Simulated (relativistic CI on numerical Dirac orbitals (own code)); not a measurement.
Energy levels of Gd LIII

Computed by Dirac-Coulomb-Breit CI, separate exchange-only KLI orbitals for each configuration, model QED (radiative potential, 1s self-energy scaled to tabulated hydrogen-like ionisation energies), unscaled Slater integrals (own radial code, finite nucleus).

Configuration list (outside the closed core [Ne]): 3s², 3s3p, 3p², 3s3d, 3d², 3p3d, 3p4s, 3d4s, 3s4s, 3s4p, 3s4d, 3s4f, 3s5s, 3s5p, 3s5d, 4s². Levels of other configurations are missing.

| No. | Configuration | Term | J | E (Ry) | % | Next component (%) | Landé g |
| --- | --- | --- | --- | --- | --- | --- | --- |
| 1 | 3s² | ¹S | 0 | 0.000 | 99 | 1 3p² ¹S |  |
| 2 | 3s3p | ³P° | 0 | 8.164 | 100 |  |  |
| 3 | 3s3p | ³P° | 1 | 9.078 | 76 | 24 ¹P° | 1.367 |
| 4 | 3p² | ³P | 0 | 19.639 | 70 | 29 ¹S |  |
| 5 | 3s3p | ³P° | 2 | 21.854 | 100 |  | 1.490 |
| 6 | 3s3p | ¹P° | 1 | 24.210 | 75 | 24 ³P° | 1.111 |
| 7 | 3p² | ¹D | 2 | 32.382 | 57 | 28 ³P | 1.135 |
| 8 | 3p² | ³P | 1 | 32.473 | 100 |  | 1.492 |
| 9 | 3s3d | ³D | 1 | 35.026 | 100 |  | 0.490 |
| 10 | 3s3d | ³D | 2 | 35.651 | 79 | 13 ¹D | 1.142 |
| 11 | 3s3d | ³D | 3 | 38.129 | 100 |  | 1.324 |
| 12 | 3s3d | ¹D | 2 | 39.232 | 72 | 19 ³D | 1.062 |
| 13 | 3p3d | ³F° | 2 | 43.853 | 76 | 20 ¹D° | 0.750 |
| 14 | 3p3d | ³D° | 1 | 45.975 | 55 | 27 ¹P° | 0.805 |
| 15 | 3p² | ³P | 2 | 46.753 | 59 | 38 ¹D | 1.288 |
| 16 | 3p² | ¹S | 0 | 47.848 | 70 | 29 ³P |  |
| 17 | 3p3d | ³P° | 2 | 48.095 | 46 | 34 ³D° | 1.268 |
| 18 | 3p3d | ³F° | 3 | 48.216 | 57 | 22 ¹F° | 1.107 |
| 19 | 3p3d | ³D° | 2 | 58.315 | 49 | 29 ¹D° | 1.022 |
| 20 | 3p3d | ³P° | 0 | 58.960 | 100 |  |  |
| 21 | 3p3d | ³F° | 3 | 58.979 | 43 | 30 ¹F° | 1.114 |
| 22 | 3p3d | ³P° | 1 | 59.002 | 62 | 34 ³D° | 1.132 |
| 23 | 3p3d | ³F° | 4 | 60.691 | 100 |  | 1.241 |
| 24 | 3p3d | ³P° | 2 | 61.479 | 49 | 35 ¹D° | 1.255 |
| 25 | 3p3d | ³D° | 3 | 62.741 | 53 | 47 ¹F° | 1.167 |
| 26 | 3p3d | ¹P° | 1 | 63.520 | 69 | 20 ³P° | 1.035 |
| 27 | 3d² | ³F | 2 | 70.844 | 77 | 20 ¹D | 0.745 |
| 28 | 3d² | ³P | 0 | 72.446 | 76 | 23 ¹S |  |
| 29 | 3d² | ³F | 3 | 73.685 | 100 |  | 1.074 |
| 30 | 3d² | ³P | 2 | 74.475 | 49 | 33 ¹D | 1.177 |
| 31 | 3d² | ¹G | 4 | 74.575 | 61 | 39 ³F | 1.087 |
| 32 | 3d² | ³P | 1 | 74.771 | 100 |  | 1.492 |
| 33 | 3d² | ³F | 4 | 77.148 | 61 | 39 ¹G | 1.144 |
| 34 | 3d² | ³P | 2 | 77.750 | 48 | 46 ¹D | 1.216 |
| 35 | 3d² | ¹S | 0 | 79.653 | 76 | 24 ³P |  |
| 36 | 3s4s | ³S | 1 | 165.246 | 100 |  | 1.992 |
| 37 | 3s4s | ¹S | 0 | 166.174 | 100 |  |  |
| 38 | 3s4p | ³P° | 0 | 169.539 | 99 | 1 3p4s ³P° |  |
| 39 | 3s4p | ³P° | 1 | 169.626 | 68 | 32 ¹P° | 1.330 |
| 40 | 3p4s | ³P° | 1 | 174.344 | 35 | 29 3s4p ¹P° | 1.246 |
| 41 | 3p4s | ³P° | 0 | 175.038 | 99 | 1 3s4p ³P° |  |
| 42 | 3s4p | ³P° | 2 | 175.097 | 100 |  | 1.494 |
| 43 | 3s4p | ¹P° | 1 | 176.077 | 38 | 34 3p4s ³P° | 1.244 |
| 44 | 3s4d | ³D | 1 | 179.834 | 100 |  | 0.496 |
| 45 | 3s4d | ³D | 2 | 179.901 | 67 | 33 ¹D | 1.104 |
| 46 | 3s4d | ³D | 3 | 181.164 | 100 |  | 1.328 |
| 47 | 3s4d | ¹D | 2 | 181.297 | 67 | 33 ³D | 1.052 |
| 48 | 3s4f | ³F° | 2 | 183.955 | 100 |  | 0.662 |
| 49 | 3s4f | ³F° | 3 | 184.090 | 89 | 11 ¹F° | 1.068 |
| 50 | 3s4f | ³F° | 4 | 184.514 | 100 |  | 1.245 |
| 51 | 3s4f | ¹F° | 3 | 184.998 | 89 | 11 ³F° | 1.005 |
| 52 | 3p4s | ³P° | 2 | 188.868 | 100 |  | 1.492 |
| 53 | 3p4s | ¹P° | 1 | 189.201 | 68 | 32 ³P° | 1.147 |
| 54 | 3d4s | ³D | 1 | 200.593 | 100 |  | 0.488 |
| 55 | 3d4s | ³D | 2 | 200.678 | 63 | 36 ¹D | 1.097 |
| 56 | 3d4s | ³D | 3 | 203.746 | 100 |  | 1.325 |
| 57 | 3d4s | ¹D | 2 | 203.896 | 63 | 36 ³D | 1.051 |
| 58 | 3s5s | ³S | 1 | 238.699 | 100 |  | 1.993 |
| 59 | 3s5s | ¹S | 0 | 239.028 | 100 |  |  |
| 60 | 3s5p | ³P° | 0 | 240.828 | 100 |  |  |
| 61 | 3s5p | ³P° | 1 | 240.864 | 69 | 31 ¹P° | 1.335 |
| 62 | 3s5p | ³P° | 2 | 243.602 | 100 |  | 1.495 |
| 63 | 3s5p | ¹P° | 1 | 243.690 | 69 | 31 ³P° | 1.157 |
| 64 | 3s5d | ³D | 1 | 245.905 | 100 |  | 0.498 |
| 65 | 3s5d | ³D | 2 | 245.941 | 67 | 33 ¹D | 1.106 |
| 66 | 3s5d | ³D | 3 | 246.587 | 100 |  | 1.329 |
| 67 | 3s5d | ¹D | 2 | 246.658 | 67 | 33 ³D | 1.053 |
| 68 | 4s² | ¹S | 0 | 332.963 | 100 |  |  |

Energies count from the lowest computed level; ° marks odd parity.

The mean weight of the leading LS term, summed over parents, in these 68 levels is 79 %, and that of the leading jj configuration (from the same eigenvectors) 97 %, so jj coupling describes them better and the LS labels are nominal.

At this charge energies of transitions that change n are usually good to better than 1 %, and those within a shell (Δn = 0) to a few per cent.

LS names give the leading component of a level, which can be under half, so a name can repeat, a term be missing and a line seem to break the LS rules.
